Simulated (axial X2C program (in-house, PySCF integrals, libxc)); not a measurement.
## How the levels of TmH (f12 s1 d(πδ)1 orbitals) move with the bond length

Computed with an in-house all-electron X2C program for linear molecules (integrals from PySCF): two-component X2C with atomic mean-field Coulomb and Gaunt terms, basis Tm dyall-v3z, H dyall-v3z (cores contracted in-house). Orbitals come from Hartree–Fock averaged over the configuration Tm f12 s1 d(πδ)1; CI then distributes these electrons over the f, s, d(πδ) shells of Tm, the count in the first shell held.

At R = 2.018 Å:

```tsv
Ω	energy (cm⁻¹)	g∥	μ (D)	configuration
0	0	0.00	-1.09	86% f12 s2 + 10% f12 s1 d(πδ)1
1	31	2.35	-1.09	86% f12 s2 + 10% f12 s1 d(πδ)1
2	139	4.72	-1.09	86% f12 s2 + 10% f12 s1 d(πδ)1
3	358	7.08	-1.09	86% f12 s2 + 10% f12 s1 d(πδ)1
4	717	9.42	-1.08	86% f12 s2 + 10% f12 s1 d(πδ)1
5	1209	11.72	-1.06	86% f12 s2 + 9% f12 s1 d(πδ)1
6	1755	14.00	-1.01	87% f12 s2 + 8% f12 s1 d(πδ)1
0	4406	0.00	-1.36	100% f12 s1 d(πδ)1
1	4420	2.65	-1.43	100% f12 s1 d(πδ)1
2	4481	5.37	-1.62	99% f12 s1 d(πδ)1
3	4612	8.16	-1.90	98% f12 s1 d(πδ)1
4	4813	10.98	-2.25	98% f12 s1 d(πδ)1
5	5066	13.77	-2.65	99% f12 s1 d(πδ)1
0	6196	0.00	-2.47	99% f12 s1 d(πδ)1
```

g∥ is the magnitude of 2⟨Lz + ge Sz⟩ for the +Ω component. μ is positive if the H end is positive. The lowest 14 levels at most are listed.

At R = 2.099 Å:

```csv
Ω,energy (cm⁻¹),g∥,μ (D),configuration
0,0,0.00,-1.38,84% f12 s2 + 12% f12 s1 d(πδ)1
1,33,2.36,-1.38,84% f12 s2 + 12% f12 s1 d(πδ)1
2,143,4.72,-1.38,84% f12 s2 + 12% f12 s1 d(πδ)1
3,360,7.08,-1.38,84% f12 s2 + 12% f12 s1 d(πδ)1
4,707,9.42,-1.38,84% f12 s2 + 11% f12 s1 d(πδ)1
5,1182,11.73,-1.35,85% f12 s2 + 11% f12 s1 d(πδ)1
6,1728,14.00,-1.29,86% f12 s2 + 9% f12 s1 d(πδ)1
0,4001,0.00,-1.69,100% f12 s1 d(πδ)1
1,4017,2.64,-1.75,100% f12 s1 d(πδ)1
2,4079,5.35,-1.94,99% f12 s1 d(πδ)1
3,4208,8.14,-2.20,98% f12 s1 d(πδ)1
4,4394,10.97,-2.53,98% f12 s1 d(πδ)1
5,4621,13.77,-2.91,98% f12 s1 d(πδ)1
0,5808,0.00,-2.74,99% f12 s1 d(πδ)1
```

The lowest level lies 572 cm⁻¹ above the lowest at the first distance.

Problem. How does the gap from the lowest to the fifth level change between the two distances?

Solution. From 717 to 707 cm⁻¹, a factor of 0.99.

There is no dynamic correlation: spin–orbit spacings and, for f shells, spacings inside one term are the most reliable numbers, splittings between terms come out too wide, and energies between configurations are not reliable, so the lowest level need not be the ground state of the molecule. The lowest levels belong to f12 s2, not to the averaged configuration, so orbitals and distance suit them less well. With the count in the first shell held, other counts are excluded: this configuration can lie several eV above the ground configuration of the molecule. At most 4 roots were kept for each Ω > 0 (twice that for Ω = 0) within 2.2 eV of the lowest, so higher up levels can be missing between those listed; levels with Ω > 0 are doubly degenerate and listed once, Ω = 0 levels singly. Some active spinors are only partly of the character that their shell is named for, so the shell names and counts are nominal.
